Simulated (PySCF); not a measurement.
## Dipole moment and polarisability of `C[Si]1(CCl)C[SiH2]C1`

Compound: C4H11ClSi2.
Structure used (GFN2-xTB), in Å, numbered top down from 1:
```xyz
18
C4H11ClSi2 angstrom
C     -1.012    1.986   -0.570
Si    -0.399    0.254   -0.085
C     -1.922   -0.893    0.130
Cl    -1.374   -2.529    0.574
C      0.954   -0.538   -1.191
Si     2.109   -0.811    0.321
C      0.811    0.113    1.398
H     -1.590    1.958   -1.489
H     -1.639    2.418    0.204
H     -0.173    2.655   -0.727
H     -2.587   -0.564    0.924
H     -2.501   -0.998   -0.784
H      0.661   -1.446   -1.709
H      1.362    0.132   -1.943
H      3.402   -0.130    0.221
H      2.295   -2.214    0.684
H      0.441   -0.454    2.246
H      1.154    1.068    1.786
```

Level: wB97X-D/def2-SVPD (PySCF), static field, nuclei fixed, core orbitals frozen in the response. The polarisability tensor in these axes (au):

```
x   118.88  -6.24   2.86
y    -6.24 114.20  -5.35
z     2.86  -5.35  96.50
```

Task: Give the principal values, the mean and the anisotropy Δα = √{½[(α1 − α2)² + (α2 − α3)² + (α1 − α3)²]}.

Result: Principal values 94.95, 110.35 and 124.27 au; mean 109.86 au = 16.28 Å³ = 18.11 × 10⁻⁴⁰ C²·m²/J; Δα = 25.40 au (23 % of the mean).

Task: What is the dipole moment, and where does it point?

Result: (-0.79, 2.23, -0.61) D, 2.44 D in size, pointing from the negative to the positive side. Measured along this direction, the outermost atoms are H16 at the negative end and H9, H8 and H10 at the positive end.

Task: What would n − 1 = 2πNα be for an ideal gas of these molecules at 273.15 K and 1 atm, electronic part alone?

Result: N = p/kT = 2.6868 × 10¹⁹ cm⁻³, so n − 1 = 2π × N × 16.28 × 10⁻²⁴ cm³ = 2748 × 10⁻⁶ at long wavelengths.

Task: Along which axes do the principal values lie, and how far do the nuclei extend along each?

Result: Largest value along (0.78, -0.59, 0.19), where the nuclei span 5.93 Å; middle along (0.62, 0.77, -0.17), 4.94 Å; least along (-0.05, 0.25, 0.97), 4.08 Å. The response follows the extents in order.

Task: In a dilute gas of rigid molecules at 250 K, how does the orientational term μ²/3kT compare with the electronic polarisability?

Result: In Gaussian units μ²/3kT = 57.72 Å³ against 16.28 Å³, a ratio of 3.55; the Debye molar polarisation (4π/3)N_A(α + μ²/3kT) is 186.7 cm³/mol, leaving out the vibrational part.

Geometry: GFN2-xTB, one conformer, isolated molecule.
